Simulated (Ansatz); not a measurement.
TiSi₆⁺. Charge 1, multiplicity 2. Geometry PBE0-D4/def2-SVP.

```xyz
7

Ti    1.7786   -0.5471    0.6860
Si   -1.9052    1.5656    0.4993
Si   -1.0422   -0.1135   -0.9435
Si    1.2058   -0.1079   -1.7249
Si   -0.5393   -0.2062    1.4965
Si    0.5184    1.5151    0.1286
Si   -0.0162   -2.1060   -0.1420
```

The 6-31G sets use Cartesian d functions. B3LYP takes the VWN-RPA correlation. At B3LYP-D4/6-31G, PBE0-D4/def2-TZVP the charge 1 doublet is spin-contaminated (final ⟨S²⟩ up to 0.94, 0.75 for a pure state). The structure comes from a short search, and lower isomers may exist.

**Question.** Estimate the α-spin orbital energies around the gap (eV) in Ansatz with PBE-D4/def2-SVP, PBE-D4/def2-TZVP, revPBE-D4/def2-TZVP, B3LYP-D4/6-31G, PBE0-D4/def2-TZVP.

**Answer.** 
| orbital | PBE-D4/def2-SVP | PBE-D4/def2-TZVP | revPBE-D4/def2-TZVP | B3LYP-D4/6-31G | PBE0-D4/def2-TZVP |
| --- | --- | --- | --- | --- | --- |
| HOMO−5 | -11.25 | -11.04 | -11.00 | -11.91 | -11.99 |
| HOMO−4 | -10.51 | -10.34 | -10.28 | -11.22 | -11.15 |
| HOMO−3 | -10.36 | -10.21 | -10.17 | -11.09 | -11.11 |
| HOMO−2 | -10.04 | -9.85 | -9.82 | -10.96 | -11.00 |
| HOMO−1 | -9.74 | -9.57 | -9.54 | -10.53 | -10.44 |
| HOMO | -9.57 | -9.41 | -9.38 | -10.43 | -10.43 |
| LUMO | -8.52 | -8.40 | -8.33 | -7.73 | -7.51 |
| LUMO+1 | -8.25 | -8.10 | -8.04 | -7.71 | -7.30 |
| LUMO+2 | -8.02 | -7.88 | -7.82 | -7.28 | -6.91 |
| LUMO+3 | -7.66 | -7.54 | -7.47 | -7.15 | -6.79 |
| LUMO+4 | -7.25 | -7.11 | -7.07 | -6.79 | -6.58 |
| LUMO+5 | -7.21 | -7.11 | -7.05 | -6.62 | -6.41 |
| β HOMO | -9.34 | -9.19 | -9.14 | -10.00 | -9.89 |
| β LUMO | -9.02 | -8.85 | -8.78 | -8.50 | -8.01 |
